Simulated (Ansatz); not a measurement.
Species: HgBr₂ (charge 0, singlet). 
Structure (B3LYP-D3(BJ)/def2-TZVP (Ansatz, a program for electronic structure) minimum search):
```xyz
3

Hg     0.0000     0.0000     0.0000
Br     0.0000     0.0000     2.4249
Br     0.0000     0.0000    -2.4249
```

Wanted: atomisation energy (electronic, to ground-state atoms), in kcal/mol. Correlated levels leave the core frozen unless marked. UHF or UKS for open shells. Spin-orbit coupling is left out. Frozen are the shells of the preceding noble gas and the d and f shells that filled before the atom's block. Past Kr the def2 sets carry scalar-relativistic core potentials. The coupled-cluster limit lacks core correlation, which all-electron functionals hold. CBS marks a two-point X^-3 extrapolation of the correlation energy; Hartree-Fock from the larger set. [CCSD(T)-MP2]/basis is that difference in the basis named.

| level | program | atomisation energy (kcal/mol) |
|---|---|---|
| PBE-D3(BJ)/def2-TZVPD | Ansatz + dftd3 | (withheld) |
| LC-wPBE-D4/def2-TZVPD | Ansatz + dftd4 | 98.6 |
| RPA@PBE/def2-QZVPP | Ansatz | (withheld) |
| SCS-MP2/def2-TZVPP | Ansatz | 80.7 |
| SCS-MP2/def2-TZVPPD | Ansatz | 81.2 |
| RI-MP2/CBS(def2-TZVPPD,def2-QZVPPD)+[CCSD(T)-MP2]/def2-TZVPPD | Ansatz | 94.4 |

**Question.** Complete the blanks.

**Answer.** 
- PBE-D3(BJ)/def2-TZVPD, atomisation energy (kcal/mol): 96.6
- RPA@PBE/def2-QZVPP, atomisation energy (kcal/mol): 73.8
